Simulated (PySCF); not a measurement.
**PbH and its ions**

r²SCAN; H aug-cc-pVDZ, Pb aug-cc-pVDZ-PP with ECP60; scalar-relativistic core potentials (PySCF 2.14). Neutral (UKS): doublet (π ↑), Re = 1.862 Å, ωe = 1583 cm⁻¹, De = 2.43 eV, HOMO -4.16 eV, LUMO -3.61 eV.

PbH⁺ (UKS): singlet (closed shell), Re = 1.842 Å, ωe = 1708 cm⁻¹. The energies at the minima are -193.51083 hartree for PbH and -193.25330 for PbH⁺.

Task: Work out the adiabatic ionisation energy, without and with harmonic zero-point energies (1 hartree = 27.2114 eV, 1 eV = 8065.5 cm⁻¹), and the change of the bond length.

Result: At r²SCAN: 0.25753 hartree = 7.008 eV between the minima; the zero-point term (1708.0 − 1583.0)/2 cm⁻¹ = +0.008 eV makes it 7.015 eV. Re changes by -2.0 pm against the neutral. The electron leaves a π orbital, which is non-bonding in a hydride.

PbH⁻ (UKS): triplet (π ↑↑), Re = 1.900 Å, ωe = 1400 cm⁻¹, De = 3.06 eV to H⁻ + Pb. The energies at the minima are -193.51083 hartree for PbH and -193.55929 for PbH⁻.

Task: Work out the adiabatic electron affinity, without and with harmonic zero-point energies (1 hartree = 27.2114 eV, 1 eV = 8065.5 cm⁻¹), and the change of the bond length.

Result: At r²SCAN: 0.04846 hartree = 1.319 eV between the minima; the zero-point term (1583.0 − 1400.0)/2 cm⁻¹ = +0.011 eV makes it 1.330 eV. Re changes by +3.8 pm against the neutral. The electron enters a π orbital, which is non-bonding in a hydride.

These are scalar-relativistic numbers at best; spin–orbit coupling would shift them, the dissociation energy most. For an ion De counts to the pair picked by the measured ionisation energies or electron affinities, which need not be the lowest pair at this level. The highest Kohn–Sham level is positive in this anion. Much of that is self-interaction error, but it also means that the finite basis helps to hold the extra electron. States were picked by a PBE0 search and need not be the measured ground states.
